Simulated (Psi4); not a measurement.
BF₂ (SMILES F[B]F), doublet, geometry from GFN2-xTB. Base run: TPSS/pcseg-1 (Psi4 1.11).

Input for Psi4:
```
memory 2 GB

molecule {
0 2
B    -0.00140670    0.56005390    0.03773480
F     1.10620118   -0.15288980   -0.00904578
F    -1.10541968   -0.15825125   -0.01191800
}

set {
  basis pcseg-1
  reference uks
}

energy('tpss')
print_variables()
```

Each row names what was changed in the base input (with any setting that the change needs).

```tsv
change	ΔE vs base (µEh)	SCF cycles	grid points	basis functions
base	0.0	7	65900	42
puream = false	-4410	7	65900	45
scf_type = pk	70.3	7	65900	42
e_convergence = 1e-4	0.0	7	65900	42
d_convergence = 1e-4	0.0	6	65900	42
e_convergence = 1e-10	0.0	9	65900	42
dft_spherical_points = 974	21.5	7	212422	42
ints_tolerance = 1e-8	0.0	7	65900	42
dft_radial_points = 35	227	7	31264	42
level_shift = 1.0	0.0	7	65900	42
basis_guess = sto-3g	0.0	7	65900	42
e_convergence = 1e-8	0.0	8	65900	42
cholesky_tolerance = 1e-3 (with scf_type cd)	-705	9	65900	42
```

Open shells are given as the SCF converged; they aren't shown to be the lowest states, and a large step between rows can be another state.
